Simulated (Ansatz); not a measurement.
Geometry optimisation, UKS BLYP/def2-SVP (Ansatz 0.2.0).

Input:

```yaml
crystal:
  periodic: [false, false, false]
  atoms:
    - { symbol: O, position_ang: [-1.1032, 0.1609, -0.466] }
    - { symbol: Si, position_ang: [0.4245, 0.6025, -0.163] }
    - { symbol: Br, position_ang: [1.5157, -1.3011, -0.1515] }
    - { symbol: H, position_ang: [-1.2822, -0.7315, -0.4341] }
    - { symbol: H, position_ang: [0.4952, 1.1956, 1.1732] }
magnetization:
  spin_polarized: true
  initial_magnetization: 1
basis:
  gaussian: { orbitals: def2-SVP }
hamiltonian:
  xc: blyp
relax:
  f_tol: 0.015
  max_steps: 40
```

Command:

```bash
$ ansatz run input.yaml --threads 1 --pin off --max-ram 2048MiB --backend cpu --events-out ev --progress --plain --runs-dir out
```

Task: Where does it end, and by what steps?

Result: The run converged. After 9 steps the energy has fallen by 0.408 eV; H4 moved furthest, 0.47 Å.

```csv
step,energy less start (eV),largest force component (eV/Å),accepted
0,0.0000,3.812,yes
1,-0.3030,0.971,yes
2,-0.3131,1.794,yes
3,-0.3413,1.448,yes
4,-0.3066,0.697,no
5,-0.3894,0.438,yes
6,-0.4040,0.229,yes
7,-0.4071,0.065,yes
8,-0.4070,0.121,no
9,-0.4080,0.007,yes
```

```xyz
5
Properties=species:S:1:pos:R:3
O -1.222 0.053 -0.128
Si 0.406 0.486 -0.163
Br 1.788 -1.337 -0.028
H -1.515 -0.578 -0.815
H 0.593 1.303 1.092
```

Time of the run: 29 s on 1 CPU thread of a shared host.
